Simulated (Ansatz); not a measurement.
CH$_{4}$BClOSi, SMILES `O[SiH]1CB1Cl`, relaxed with RKS PBE-D4/def2-SVP in Ansatz 0.2.0 from a rough embedded geometry. The force threshold is 0.03 eV/Å; the program also tests the step.

Total charge 0; spin multiplicity 1.

Start:

```xyz
9

O    -1.043   -1.130    1.299
Si   -0.076    0.151    0.914
C     0.926   -0.071   -0.554
B    -0.427    0.690   -1.025
Cl   -1.485    1.261   -2.417
H    -0.459   -1.917    1.537
H    -0.286    1.434    1.666
H     1.037   -1.053   -0.868
H     1.814    0.635   -0.551
```

Problem. By how much does the energy fall, and how many steps does the optimiser take? (Best estimate.)

Solution. Computed: 1.55 eV, in 16 steps.

Problem. Which bonds change most? (Estimate.)

Solution. The calculation gave: Si2–C3 from 1.792 to 2.076 Å; Si2–B4 from 2.043 to 1.916 Å; C3–B4 from 1.622 to 1.501 Å; B4–Cl5 from 1.839 to 1.753 Å.

Problem. Give the relaxed structure. (Best estimate.)

Solution. Ansatz gave: 
```xyz
9

O    -1.265   -1.140    1.314
Si   -0.376    0.167    0.752
C     0.943    0.182   -0.852
B    -0.433    0.742   -1.075
Cl   -1.519    0.673   -2.448
H    -0.942   -1.541    2.140
H     0.467    0.728    1.863
H     1.487   -0.473   -1.558
H     1.639    0.662   -0.134
```
